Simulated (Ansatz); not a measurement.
`CO[SiH](F)C#N` + CH₄ → `C[SiH](F)C#N` + CH₃OH  (formal exchange of groups at the Si–O bond)

Gas-phase electronic energies from Ansatz, PBE0-D4/def2-TZVP geometries. CCSD(T)/CBS adds triple-zeta CCSD(T) − MP2 to the extrapolated MP2 energy (def2 sets, frozen cores). This one scheme is used for every species. Each species was taken in one conformer, which may not be the lowest.

| species | CCSD(T)/CBS(def2) energy (Eh) |
| --- | --- |
| `CO[SiH](F)C#N` | -597.35672 |
| CH₄ | -40.46206 |
| `C[SiH](F)C#N` | -522.15876 |
| CH₃OH | -115.61712 |

Question: Work out ΔE.

Answer: ΔE = (-522.15876) + (-115.61712) − (-597.35672) − (-40.46206) = 0.04290 Eh = +1.17 eV.

Largest T1 diagnostic among the species: 0.013.

Leaving LDA and LC-ωPBE aside and taking each functional with its dispersion term where it has one, the values, not all of them listed here, spread over 0.19 eV, from PBE-D4 to BHLYP-D4. LDA lies +0.04 eV from PBE without D4. From BLYP to BHLYP (50 % exact exchange), in def2-TZVPP and without D4, ΔE moves by +0.07 eV.
